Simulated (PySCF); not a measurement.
## Correlation energy of B (boron, neutral)

[He] 2s2 2p1, 2P determinant. Computed with PySCF 2.14 in aug-cc-pVDZ, with the non-relativistic Hamiltonian (point nucleus). Frozen: 1s2; 3 electrons correlated.

MP2 pair energies summed by pair of shells (mhartree):

```
 pair  energy  share (%)
2s-2s  -21.96       59.2
2s-2p  -15.11       40.8
```

Total MP2 correlation energy: -37.07 mhartree.

Same-spin part -2.55 and opposite-spin part -34.52 mhartree; SCS-MP2 scales them by 1/3 and 6/5 to -42.28 mhartree.

```tsv
level	correlation energy (mhartree)
CCSD	-59.62
(T)	-0.91
CCSD(T)	-60.53
```

Diagnostics: T1 = 0.014, D1 = 0.0268, largest double amplitude 0.076.

Cost of the coupled-cluster step: 0.13 s of wall time on 1 thread of Neoverse-V2 (shared host), for 3 correlated electrons.

Iterations:

```
CC2 = 0
CCSD nocc = (np.int64(2), np.int64(1)), nmo = (22, 22)
frozen orbitals [[0], [0]]
max_cycle = 100
direct = 0
conv_tol = 1e-08
conv_tol_normt = 1e-06
diis_space = 8
diis_start_cycle = 0
Init t2, MP2 energy = -0.0370698078065752
Init E_corr(UCCSD) = -0.0370698078067753
cycle = 1  E_corr(UCCSD) = -0.0499307989713516  dE = -0.0128609912  norm(t1,t2) = 0.0636308
cycle = 2  E_corr(UCCSD) = -0.0549956242722413  dE = -0.0050648253  norm(t1,t2) = 0.0312498
cycle = 3  E_corr(UCCSD) = -0.0596382809086861  dE = -0.00464265664  norm(t1,t2) = 0.0166643
cycle = 4  E_corr(UCCSD) = -0.0595784927761437  dE = 5.97881325e-05  norm(t1,t2) = 0.00224014
cycle = 5  E_corr(UCCSD) = -0.0596377492839837  dE = -5.92565078e-05  norm(t1,t2) = 0.00036016
cycle = 6  E_corr(UCCSD) = -0.0596117680004553  dE = 2.59812835e-05  norm(t1,t2) = 9.35814e-05
cycle = 7  E_corr(UCCSD) = -0.0596194593204671  dE = -7.69132001e-06  norm(t1,t2) = 3.46603e-05
cycle = 8  E_corr(UCCSD) = -0.0596199964647882  dE = -5.37144321e-07  norm(t1,t2) = 6.54733e-06
cycle = 9  E_corr(UCCSD) = -0.0596194825673329  dE = 5.13897455e-07  norm(t1,t2) = 1.79396e-06
cycle = 10  E_corr(UCCSD) = -0.0596196084474787  dE = -1.25880146e-07  norm(t1,t2) = 5.9343e-07
cycle = 11  E_corr(UCCSD) = -0.0596196079136176  dE = 5.33861184e-10  norm(t1,t2) = 1.26221e-07
UCCSD converged
E(UCCSD) = -24.59019338225207  E_corr = -0.05961960791361755
UCCSD(T) correction = -0.00090854972726574
```
